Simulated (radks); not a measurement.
Values are calculated unless marked as measured or tabulated.
Valence configurations of the cadmium ion Cd2+ (all share [Kr]). Level of theory: non-relativistic Kohn-Sham, PBE, spin-polarised, spherical densities, point nucleus; open shells are filled with parallel spins first (spin-orbit coupling, left out, can overturn this in heavy ions); relativity is left out, which matters for an element this heavy (a radial shooting solver on a logarithmic mesh with Libxc functionals). Energies are relative to 4d10; eigenvalues in eV for spin up.

| valence | E (eV) | moment (Bohr magnetons) | e(4d) | e(5p) | e(5s) |
|---|---|---|---|---|---|
| 4d10 | 0.000 | 0 | -30.855 | - | - |
| 4d9.5 5s0.5 | 5.473 | 1 | -33.420 | - | -21.547 |
| 4d9.5 5p0.5 | 8.562 | 1 | -34.013 | -15.707 | - |
| 4d9 5s1 | 11.365 | 2 | -36.005 | - | -22.743 |
| 4d9 5p1 | 17.834 | 2 | -37.153 | -16.936 | - |
| 4d8.5 5s1.5 | 18.387 | 2 | -38.549 | - | -23.506 |
| 4d8 5s2 | 25.971 | 2 | -41.129 | - | -24.252 |
| 4d8 5p2 | 38.542 | 4 | -43.378 | -19.187 | - |

NIST lists [Kr] 4d10 as the ground configuration; this level of theory agrees among the configurations tried. The energies are those of spherical high-spin densities, not of single terms. Relativity is left out, which favours d and f over s occupation in heavy atoms.
